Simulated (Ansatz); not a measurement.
CH3 (SMILES [CH3+]) at its CCSD(T)/cc-pVQZ minimum, average atomic masses, point group D3h.
(charge 1, multiplicity 1):
```xyz
4

C      0.0000     0.0000     0.0000
H      1.0294    -0.3402     0.1036
H     -0.8081    -0.7259    -0.0786
H     -0.2213     1.0661    -0.0250
```

Frozen-core correlation.

Programs: Ansatz (an electronic-structure program). 

Harmonic frequencies (cm⁻¹): 1426 1432 1432 3045 3245 3245.

Q: Work out the rotational constants, the zero-point energy, and the ideal-gas entropy and heat capacity at 298.15 K and 1 bar (rigid rotor, harmonic oscillator).

A: 
Principal moments 1.793, 1.793, 3.587 u Å² give 16.8576/I = 9.399, 9.399, 4.700 cm⁻¹. Zero point: Σω/2 = 6913 cm⁻¹ = 19.76 kcal/mol. Translation R(1.5 ln M + 2.5 ln T − 1.1517) with M = 15.035 u: 142.66 J/(mol K). Rotation with σ = 6: q = 43.2, S = R(ln q + 3/2) = 43.79. Vibration, summed over R(u/(eᵘ − 1) − ln(1 − e⁻ᵘ)) with u = 1.43878ω/T: 0.20, of which the lowest mode gives 0.07. S° = 186.6 J/(mol K); C_p = 4R + 1.20 = 34.46 J/(mol K).
